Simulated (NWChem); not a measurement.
System: Si$_{2}$NH$_{7}$ cation, doublet; SMILES of the neutral closed-shell parent [SiH3]N[SiH3]

The following NWChem deck was run.

```
start job
memory heap 200 mb stack 900 mb global 1100 mb
charge 1
geometry units angstroms noautoz
  Si     1.676970     0.000459     0.133816
  N      0.000000     0.000000    -0.614064
  Si    -1.676970    -0.000459     0.133816
  H      2.282923     1.238454    -0.430561
  H      1.463261     0.000989     1.596569
  H      2.282996    -1.237976    -0.429558
  H      0.000000     0.000000    -1.645510
  H     -2.282923    -1.238454    -0.430561
  H     -2.282996     1.237976    -0.429558
  H     -1.463261    -0.000989     1.596569
end
basis spherical
  * library def2-svp
end
dft
  odft
  mult 2
  xc xpbe96 cpbe96
  iterations 150
  mulliken
end
task dft energy
```

In the optimisation the excess spin sits in b (C2, its own frame). The geometry was optimised at PBE0/def2-SVP, spin-unrestricted. This spin state was assumed; another may lie lower. No stability test was run on the SCF state.

### Question
Predict the main results of this run. (PBE/def2-SVP, spin-unrestricted.) Quantities: energy (Ha); highest occupied level (eV); lowest empty minus highest occupied level, either spin (eV); <S²>.

### Answer
```yaml
energy (Ha): -637.03
highest occupied level (eV): -12.95
lowest empty minus highest occupied level, either spin (eV): 1.41
"<S²>": 0.754
```
